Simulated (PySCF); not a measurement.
A side-by-side comparison of computed properties.

First species: C6H10OSi2.
SMILES: `O[SiH2]C1=CC=C([SiH3])C=C1`

Second species: C6H10OSi2.
SMILES: `[SiH3]O[SiH2]c1ccccc1`

Levels: PBE0/def2-SVPD for dipole moment, HOMO energy, LUMO energy, HOMO–LUMO gap, static isotropic polarisability and electronic spatial extent ⟨r²⟩ about the centre of nuclear charge; TDDFT PBE0/def2-SVPD for lowest singlet excitation; TDA PBE0/def2-SVPD for lowest triplet excitation (Tamm–Dancoff); ΔSCF PBE0/def2-SVPD for vertical ionisation energy; PBE0-D3(BJ)/def2-SVP for rotational constant A and rotational constant C. Geometries: PBE0-D3(BJ)/def2-SVP. Each structure is a single optimised conformer of the isolated species, non-relativistic unless stated. Electronic properties by PySCF.

Dipoles, sizes and rotational constants follow the conformer. The torsions of the flexible species, by atom-mapped SMILES:
- `[OH:1][SiH2:2][c:3]1[cH:4][cH:5][c:6]([SiH3:7])[cH:8][cH:9]1`: O1–Si2–C3–C4 -176°, H–O1–Si2–C3 180°
- `[SiH3:1][O:2][SiH2:3][c:4]1[cH:5][cH:6][cH:7][cH:8][cH:9]1`: Si1–O2–Si3–C4 129°, O2–Si3–C4–C5 0°

Question: Which has the higher HOMO–LUMO gap?

Answer: The second: 6.68 eV against 6.36 eV, a difference of 0.32 eV.

Question: Which of the two has the higher S1 energy, and by how much?

Answer: The second: 5.35 eV against 5.18 eV, a difference of 0.17 eV.

Question: Which of the two has the higher vertical ionisation energy, and by how much?

Answer: The second: 9.12 eV against 9.00 eV, a difference of 0.12 eV.

Question: Which has the higher dipole moment?

Answer: The first: 1.45 D against 0.75 D, a difference of 0.70 D.

Question: Which has the higher rotational constant A?

Answer: The first: 3.900 GHz against 2.993 GHz, a difference of 0.907 GHz.

Question: Which has the higher LUMO energy?

Answer: The second: -0.73 eV against -1.05 eV, a difference of 0.32 eV.

Question: Which of the two has the higher rotational constant C, and by how much?

Answer: The second: 0.483 GHz against 0.456 GHz, a difference of 0.027 GHz.

Question: Which has the higher ⟨r²⟩?

Answer: The first: 2377 bohr² against 2267 bohr², a difference of 110 bohr².

On the first: The dipole matches unit charges of opposite sign 0.30 Å apart (1 e·Å = 4.8032 D). No computed singlet falls in the visible range (750 to 380 nm, 1.65 to 3.26 eV); S1 lies 1.92 eV above its blue end.

On the second: The ΔSCF ionisation energy exceeds −ε(HOMO) by 1.71 eV with PBE0. The polarisability is 18.38 Å³ as a volume (1 au = 0.148185 Å³), or 1.51 au for each of the 82 electrons.
